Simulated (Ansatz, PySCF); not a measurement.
Reaction (SMILES): F[C](F)(F)[GeH3] [trifluoromethylgermane] + 3 C (CH4) -> 3 CF (CH3F) [fluoromethane] + [CH3][GeH3] [methylgermane]
Structures are relaxed separately at B3LYP-D3(BJ)/def2-TZVP in Ansatz (a quantum-chemistry and plane-wave program). Frequencies are from Ansatz or PySCF.

Property: bond separation energy (enthalpy at 298 K, with B3LYP-D3(BJ) rigid-rotor harmonic-oscillator terms), in kJ/mol. Cores are frozen in the correlated levels unless marked. Spin-orbit coupling is left out. Frozen are the shells of the preceding noble gas and the d and f shells that filled before the atom's block. Non-relativistic. Basis-set limits of correlation are two-point, X^-3; Hartree-Fock from the larger set.

CCSD(T)/CBS(cc-pVTZ,cc-pVQZ) (Ansatz) gives 121.3 kJ/mol.

Another calculation gave 121.5 kJ/mol. Which level was it?
A) r2SCANh/def2-TZVPD (Ansatz)
B) BHLYP/def2-TZVPD (Ansatz)
C) LC-wPBE/def2-TZVPD (Ansatz)
D) SVWN5/def2-TZVPD (Ansatz)

C, LC-wPBE/def2-TZVPD (Ansatz). The others give 135.0 (r2SCANh), 149.1 (SVWN5), 110.0 (BHLYP) kJ/mol.
